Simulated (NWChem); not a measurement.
# Polarisability of AgF

SMILES: [F][Ag]
```xyz
2

Ag     0.0000     0.0000    -0.3172
F      0.0000     0.0000     1.6566
```
Charge 0, spin multiplicity 1.

All runs are NWChem calculations. Structure: optimised with PBE0/def2-SVP with def2 effective core potentials on Ag, a minimum by its harmonic frequencies.

Basis set: def2-SVPD. Static limit.

Effective core potentials replace the inner electrons of Ag; spin-orbit coupling is left out. The correlated methods keep 5 core orbitals frozen. B3LYP has NWChem's definition, with VWN1-RPA local correlation. The structure started from a generated list of species. Coupled-cluster values serve here as a point of comparison, not as the truth.

Problem. One of these methods gave an isotropic polarisability of 26.67 bohr³. Which?
A) HF
B) PBE
C) B3LYP
D) CCSD linear response

Solution. B, PBE. The others give 15.83 (HF), 21.65 (CCSD linear response), 23.91 (B3LYP).
